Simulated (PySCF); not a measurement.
Bonding in Si(vinyl)2(NMe2)2

Compound: Si(vinyl)2(NMe2)2, C₈H₁₈N₂Si.
Geometry (PBE0-D3(BJ)/def2-SVP, Å), atoms numbered from 1 in this order:
```xyz
29
C8H18N2Si angstrom
Si     0.4668    0.0046    0.1753
C      1.0465   -0.1954    1.9477
C      0.8472    0.7584    2.8655
H      1.6264   -1.0780    2.2507
H      0.2950    1.6732    2.6203
H      1.2241    0.6774    3.8916
C      1.9762    0.2362   -0.9116
C      2.3378   -0.6756   -1.8226
H      2.6357    1.1028   -0.7658
H      1.7297   -1.5709   -1.9978
H      3.2465   -0.5789   -2.4285
N     -0.5508    1.4013   -0.0026
C     -1.8638    1.4118    0.5894
C     -0.2371    2.5807   -0.7611
H     -1.9960    2.2534    1.2981
H     -2.0442    0.4773    1.1418
H     -2.6599    1.5026   -0.1769
H      0.7509    2.4923   -1.2339
H     -0.9739    2.7555   -1.5711
H     -0.2283    3.4927   -0.1313
N     -0.4495   -1.4055   -0.2684
C     -1.2073   -1.4131   -1.4929
C     -0.4491   -2.6621    0.4291
H     -0.7970   -2.1154   -2.2468
H     -1.2176   -0.4081   -1.9419
H     -2.2600   -1.7077   -1.3134
H      0.0769   -2.5801    1.3898
H     -1.4812   -2.9993    0.6500
H      0.0368   -3.4721   -0.1523
```

Bond orders from the PBE0/pcSseg-1 density (PySCF). The structure is a single PBE0-D3(BJ)/def2-SVP conformer in the gas phase; no vibrational or solvent corrections.

(1) Give the Mayer order of every bond between heavy atoms, beside its length.

(2) And the bonds to hydrogen?

(3) Sum the orders of all bonds at each heavy atom with more than one neighbour.

## Answers

(1) 
```
   bond  length (Å)  Mayer order
 Si1–C2       1.876        0.827
 Si1–C7       1.874        0.827
Si1–N12       1.737        0.911
Si1–N21       1.739        0.906
  C2–C3       1.339        2.003
  C7–C8       1.339        1.998
N12–C13       1.440        0.966
N12–C14       1.437        0.984
N21–C22       1.440        0.971
N21–C23       1.437        0.985
```

(2) C–H: 0.93 to 0.96 (18 bonds).

(3) Si1 3.471, C2 3.764, C3 3.900, C7 3.760, C8 3.895, N12 2.861, C13 3.842, C14 3.865, N21 2.862, C22 3.846, C23 3.866. Orders between atoms that aren't bonded are not in these sums.

Mayer orders depend on the basis set.
